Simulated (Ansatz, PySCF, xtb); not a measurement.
Reaction (SMILES): BrI + [H][H] (H2) → Br (HBr) + I (HI)
Geometries: B3LYP-D3(BJ)/def2-TZVP minima from Ansatz (a program for electronic structure).

Wanted: energy of full hydrogenation (0 K, with B3LYP-D3(BJ) harmonic zero-point energies from PySCF), in kcal/mol. Valence correlation only, unless marked. Spin-orbit coupling is left out. Frozen are the shells of the preceding noble gas and the d and f shells that filled before the atom's block. Past Kr the def2 sets carry scalar-relativistic core potentials. CBS marks a two-point X^-3 extrapolation of the correlation energy; Hartree-Fock from the larger set.

```tsv
level	program	energy of full hydrogenation (kcal/mol)
GFN1-xTB	xtb	-24.8
```

### Question
What does CCSD(T)/CBS(def2-TZVPPD,def2-QZVPPD) (Ansatz) give?

### Answer
-13.0 kcal/mol
